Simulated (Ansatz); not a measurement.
Calculated with Ansatz (gas phase, PBE0-D4/def2-TZVP geometries, no zero-point term in ΔE). CCSD(T)/CBS is the MP2 limit (def2-TZVPP, def2-QZVPP) plus CCSD(T) − MP2 in def2-TZVPP, frozen cores. This one scheme is used for every species. Functionals use def2-TZVPP. HSE06 is defined as in plane-wave codes. For Ge outer-core shells are correlated without core-valence functions, which leaves a few kJ/mol of doubt a bond. Scalar relativity is left out up to krypton. Each species was taken in one conformer, which may not be the lowest.

Consider the hydrogenolysis of a C–C bond: `O=C[CH](Cl)[GeH3]` + H₂ → `Cl[CH2][GeH3]` + `C=O`.

`O=C[CH](Cl)[GeH3]`:

```xyz
10

O     1.688    0.681   -1.684
C     1.340    0.557   -0.546
C    -0.037    0.772   -0.015
Cl   -1.112    1.599   -1.143
Ge   -0.844   -0.990    0.470
H     2.048    0.223    0.245
H     0.025    1.354    0.909
H    -1.019   -1.788   -0.824
H     0.097   -1.717    1.445
H    -2.186   -0.691    1.142
```

H₂:

```xyz
2

H    -0.187   -0.188    0.263
H     0.187    0.188   -0.263
```

`Cl[CH2][GeH3]`:

Cartesian coordinates in Å:
```
Cl 0.037 -1.695 1.504
C -0.681 -0.299 0.663
Ge 0.559 0.407 -0.689
H -1.611 -0.633 0.205
H -0.912 0.455 1.414
H 1.852 0.854 0.005
H 0.860 -0.695 -1.713
H -0.103 1.607 -1.390
```

`C=O`:

```xyz
4

C     0.004    0.001   -0.002
O    -1.083   -0.174    0.463
H     0.194    0.765   -0.782
H     0.884   -0.592    0.321
```

Is it downhill or uphill in electronic energy at CCSD(T)/CBS, and by how much? (Estimate.)

The calculation gave: Downhill: ΔE = -26.3 kJ/mol.

What do these levels give: B97M-V, CAM-B3LYP-D4, ωB97M-V, PBE-QIDH, HSE06, MP2/def2-SVP? (Best estimate.)

Computed: B97M-V -24.0, CAM-B3LYP-D4 -28.7, ωB97M-V -26.1, PBE-QIDH -26.4, HSE06 -28.8, MP2/def2-SVP -20.4 kJ/mol.

Largest T1 diagnostic among the species: 0.015.

Leaving LDA and LC-ωPBE aside and taking each functional with its dispersion term where it has one, the values, not all of them listed here, spread over 20.4 kJ/mol, from BHLYP-D4 to revPBE-D4. LDA lies +17.9 kJ/mol from PBE without D4. From r2SCAN to r2SCAN0 (25 % exact exchange), in def2-TZVPP and without D4, ΔE moves by −6.6 kJ/mol.
